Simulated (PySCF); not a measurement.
# Structure from 2D NMR

Compound of formula C7H13FSi2. Correlations simulated from computed shifts and the bond graph:

HSQC (one-bond C–H):
| δH | δC |
| --- | --- |
| 2.43 | 23.0 |
| 2.39 | 27.1 |
| 2.26 | 27.1 |
| 2.21 | 21.2 |
| 2.18 | 23.0 |
| 2.15 | 23.9 |
| 2.00 | 16.6 |
| 1.94 | 23.9 |

COSY cross peaks (H two or three bonds apart, from the bond graph; peaks can be absent where the dihedral angle is near 90°):
| δH | δH |
| --- | --- |
| 4.63 | 4.59 |
| 4.63 | 4.55 |
| 4.59 | 4.55 |
| 4.55 | 2.21 |
| 2.43 | 2.39 |
| 2.43 | 2.26 |
| 2.43 | 2.18 |
| 2.43 | 2.15 |
| 2.43 | 1.94 |
| 2.39 | 2.26 |
| 2.39 | 2.21 |
| 2.39 | 2.18 |
| 2.26 | 2.21 |
| 2.26 | 2.18 |
| 2.21 | 2.15 |
| 2.21 | 1.94 |
| 2.18 | 2.15 |
| 2.18 | 1.94 |
| 2.15 | 1.94 |

HMBC (two and three bonds, from the bond graph):
| δH | δC |
| --- | --- |
| 4.63 | 176.5, 153.2, 21.2 |
| 4.59 | 176.5, 153.2, 21.2 |
| 4.55 | 176.5, 153.2, 27.1, 23.9, 21.2, 16.6 |
| 2.43 | 27.1, 23.9, 21.2 |
| 2.39 | 23.9, 23.0, 21.2 |
| 2.26 | 23.9, 23.0, 21.2 |
| 2.21 | 153.2, 27.1, 23.9, 23.0 |
| 2.18 | 27.1, 23.9, 21.2 |
| 2.15 | 27.1, 23.0, 21.2 |
| 2.00 | 176.5, 153.2 |
| 1.94 | 27.1, 23.0, 21.2 |

Carbons without hydrogens: δ 176.5, 153.2.

Calculated, not measured (PySCF 2.14): coordinates at the GFN2-xTB level, PBE0/pcSseg-1 with gauge-including orbitals. Gas phase, fast rotation and ring inversion assumed for equivalent nuclei, non-relativistic Hamiltonian, a single conformation.

δ = σ(ref) − σ, references computed at the same level: 1H, 13C vs TMS.

Exchangeable hydrogens are left out of these lists.

Problem. Work out the connectivity.

Solution. SMILES C1(F)=C(C)[Si@@H](C2CCC2)[SiH2]1.

Structure with atom numbers: `[CH3:1][C:2]1=[C:3]([F:4])[SiH2:5][Si@@H:6]1[CH:7]1[CH2:8][CH2:9][CH2:10]1` (H(Xn): hydrogen on atom n). Ha(Si5) is cis to C7 on the ring; Ha(C8), Ha(C9), Ha(C10) are cis to Si6 on the ring; Hb(Si5) is trans to C7 on the ring; Hb(C8), Hb(C9), Hb(C10) are trans to Si6 on the ring.

δC 176.5 is C3, a fully substituted alkene carbon. δC 153.2 is C2, a fully substituted alkene carbon. δC 27.1 is C10, an sp3 CH2 in a ring (δH 2.26, 2.39). δC 23.9 is C8, an sp3 CH2 in a ring (δH 2.15, 1.94). δC 23.0 is C9, an sp3 CH2 in a ring (δH 2.18, 2.43). δC 21.2 is C7, an sp3 CH bonded to Si (δH 2.21). δC 16.6 is C1, an allylic methyl carbon (δH 2.00). HMBC from δH 4.63 reaches the proton-free carbons C3, C2. HMBC from δH 4.59 reaches the proton-free carbons C3, C2. HMBC from δH 4.55 reaches the proton-free carbons C3, C2. HMBC from δH 2.21 reaches the proton-free carbon C2. COSY links 4.63–4.59, 4.63–4.55, 4.59–4.55, 4.55–2.21, 2.43–2.39, 2.43–2.26.

The shifts were computed for this structure.

Shifts are as computed. Against solution values, carbons near 30 ppm lie about +3 ppm off and those near 130 ppm about +5 ppm. Of 1309 compounds with measured shifts, 239 miss one by over three times the rms of a fit or turn the order of signals round; such compounds aren't used in these exercises.
